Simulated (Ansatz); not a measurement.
Input file for F₂HHfIO (`[OH][Hf]([F])([F])[I]`):

```yaml
crystal:
  periodic: [false, false, false]
  atoms:
    - {symbol: O, position_ang: [-0.944536, 0.974092, 0.533626]}
    - {symbol: Hf, position_ang: [0.292067, -0.340743, -0.027557]}
    - {symbol: F, position_ang: [1.928700, -0.097272, 0.899920]}
    - {symbol: F, position_ang: [-0.380052, -2.059635, 0.410248]}
    - {symbol: I, position_ang: [0.710377, -0.162006, -2.716705]}
    - {symbol: H, position_ang: [-1.564457, 1.621564, 0.854369]}
basis:
  gaussian: {orbitals: def2-TZVPP}
correlation: {method: ccsd_t}
output: {orbitals: {seedname: orbitals}}
```

```sh
$ ansatz run in.yaml --threads 4 --pin off --events-out ev --progress --plain --max-ram 10444MiB
```

Output of Ansatz, abridged:

```
Functional definition: HF
1541 factors; integrals over basis functions are off by at most 8.1e-4 eV
mean field evaluation 1: about -16835.6755 eV, gradient 6.0e1 eV
mean field evaluation 2: about -16835.7699 eV, gradient 6.0e1 eV
mean field evaluation 4: about -16841.7602 eV, gradient 2.4e0 eV
mean field evaluation 8: about -16841.8097 eV, gradient 2.4e-1 eV
mean field -16841.80995040 eV, -618.9250998883 hartree, gradient 2.9e-6 eV, S^2 0.000000; 0 other end points of the search recorded, 0 dependent functions left out
7 core orbitals not correlated: weight in the atoms' cores, before any rotation towards them, 1.000 or more for the frozen orbitals, at most 0.000 for the correlated occupied ones
reference -16841.80995040 eV, -618.9250998883 hartree; 25, 25 occupied and 181, 181 virtual orbitals, 1541 factors
second order -42.28665453 eV of doubles, -0.00000000 eV of singles
cycle   1  -40.10591024 eV  change     2.2e0 eV  update   1.7e-1
cycle   2  -41.03500421 eV  change   -9.3e-1 eV  update   6.5e-2
cycle   3  -41.27658388 eV  change   -2.4e-1 eV  update   2.7e-2
cycle   4  -41.24245469 eV  change    3.4e-2 eV  update   8.1e-3
cycle   5  -41.23031491 eV  change    1.2e-2 eV  update   2.5e-3
cycle   6  -41.23234830 eV  change   -2.0e-3 eV  update   9.5e-4
cycle   7  -41.23267785 eV  change   -3.3e-4 eV  update   2.6e-4
cycle   8  -41.23232953 eV  change    3.5e-4 eV  update   1.1e-4
cycle   9  -41.23234013 eV  change   -1.1e-5 eV  update   3.3e-5
perturbative correction -1.30702950 eV, -0.0480324482 hartree
Total energy: -16884.34932003 eV, -620.4883928880 hartree
```

Run time 78 s (4 threads of an AMD EPYC 9R45 on a shared host); peak host memory 4.2 GiB.

The correlation energy is -42.539 eV, 3.1 % of it from (T); the T1 diagnostic reads 0.0144.
